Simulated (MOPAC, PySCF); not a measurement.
C3H4Si, SMILES `[SiH2]=C1C=C1`, neutral singlet in the gas phase. 

Cartesian coordinates (Å):
```xyz
8

Si     1.0492    -0.8298     1.1378
C     -0.0211     0.0175    -0.0060
C     -0.4749     1.2305    -0.6104
C     -1.3219     0.2317    -0.5578
H      0.8688    -2.2867     0.9013
H      2.4422    -0.4311     0.8038
H     -0.2471     2.2416    -0.8979
H     -2.2952    -0.1736    -0.7708
```
Charge 0, multiplicity 1.

All levels are single points at this geometry (B3LYP-D3(BJ)/def2-TZVP); Pople sets use spherical d functions. Orbital energies aren't observables, and empty levels follow the basis.

```json
[
 {"level": "B3LYP-D3(BJ)/def2-TZVP in PySCF", "HOMO (eV)": "-5.14", "LUMO (eV)": "-1.35", "gap (eV)": "3.79", "dipole (D)": "3.86", "vertical IE, Delta-SCF (eV)": "–"},
 {"level": "B3LYP/3-21G in PySCF", "HOMO (eV)": "-5.05", "LUMO (eV)": "-1.01", "gap (eV)": "4.04", "dipole (D)": "3.98", "vertical IE, Delta-SCF (eV)": "–"},
 {"level": "B3LYP/6-311+G** in PySCF", "HOMO (eV)": "-5.17", "LUMO (eV)": "-1.42", "gap (eV)": "3.75", "dipole (D)": "3.85", "vertical IE, Delta-SCF (eV)": "–"},
 {"level": "B3LYP/6-31G* in PySCF", "HOMO (eV)": "-4.97", "LUMO (eV)": "-0.96", "gap (eV)": "4.02", "dipole (D)": "4.11", "vertical IE, Delta-SCF (eV)": "7.22"},
 {"level": "B3LYP/LANL2DZ in PySCF", "HOMO (eV)": "-5.14", "LUMO (eV)": "-1.28", "gap (eV)": "3.86", "dipole (D)": "3.74", "vertical IE, Delta-SCF (eV)": "–"},
 {"level": "M06-2X/6-31G* in PySCF", "HOMO (eV)": "-6.03", "LUMO (eV)": "0.08", "gap (eV)": "6.12", "dipole (D)": "4.06", "vertical IE, Delta-SCF (eV)": "–"},
 {"level": "HF/STO-3G in PySCF", "HOMO (eV)": "-3.76", "LUMO (eV)": "7.03", "gap (eV)": "10.79", "dipole (D)": "3.49", "vertical IE, Delta-SCF (eV)": "–"},
 {"level": "AM1 in MOPAC", "HOMO (eV)": "-7.66", "LUMO (eV)": "-0.47", "gap (eV)": "7.19", "dipole (D)": "3.17", "vertical IE, Delta-SCF (eV)": "–"},
 {"level": "PM7 in MOPAC", "HOMO (eV)": "-7.98", "LUMO (eV)": "-0.79", "gap (eV)": "7.19", "dipole (D)": "3.55", "vertical IE, Delta-SCF (eV)": "–"}
]
```
